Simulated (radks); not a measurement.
Charge is removed step by step from the 4p down level of the neodymium ion Nd16+, starting from [Ar] 3d10 4s2 4p(up 3, down 3) 4d8. All-electron calculation, scalar-relativistic Kohn-Sham, PBE, spin-polarised, spherical densities, point nucleus; open shells are filled with parallel spins first (spin-orbit coupling, left out, can overturn this in heavy ions). Program: a radial shooting solver on a logarithmic mesh with Libxc functionals.

removed (e)  E - E(0) (eV)  eigenvalue (eV)  E minus straight line (eV)
0                    0.000          -554.12                       0.000
0.25                139.53          -562.69                      -3.222
0.5                 281.20          -571.28                      -4.300
0.75                425.02          -579.89                      -3.228
1                   571.00          -588.53                       0.000

Removing the whole electron costs 571.00 eV by Delta-SCF, against 554.12 eV from minus the eigenvalue at the starting occupation. Slater's transition state (half an electron removed) gives 571.28 eV. Integrating minus the eigenvalue over the occupation (Janak's theorem) gives 571.29 eV. In this scalar-relativistic scheme the density is built from large components alone, so the theorem holds only approximately. The mean slope of the eigenvalue, de/dn, is 34.4 eV per electron.
